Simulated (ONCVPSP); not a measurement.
# Building the ONCV potential for oxygen (O) (PBE, scalar-relativistic).

```json
{"Element": "O", "Generator": "ONCVPSP 4.0.1", "Type": "optimised norm-conserving Vanderbilt (ONCV)", "Functional": "PBE", "Relativity": "scalar-relativistic", "Frozen core": "none", "Valence charge": "8", "Reference configuration": "1s2 2s2 2p3.5 (charge +0.5)", "Partial waves": "1s+2s: rc 0.40 bohr, ncon 5, nbas 10, qcut 28.4 1/bohr, 3 projectors, debl 2.7 Ha; 2p: rc 1.20 bohr, ncon 3, nbas 6, qcut 13.9 1/bohr, 2 projectors, debl 3.5 Ha", "Local potential": "polynomial inside 0.35 bohr (lpopt 5, dvloc0 6 Ha)", "Core correction": "none"}
```

(1) Estimate the cutoffs (Ha) at which the residual kinetic energy of the hardest occupied pseudo-wave falls to 1 and 0.1 mHa per electron.

(2) What does a ghost test show?

(3) Tests: 1s2 2s2 2p4; 1s2 2s2 2p3; 1s2 2s2 2p2; 1s2 2s1 2p4. Which has the largest error in its energy relative to the reference configuration, and how large is it?

Results:

(1) 373 Ha and 1053 Ha.

(2) No bound ghost flagged; GHOST(+) flags only above 600 eV.

(3) 1s2 2s2 2p2, with +39 meV (all-electron minus pseudo) on +43.73 eV.
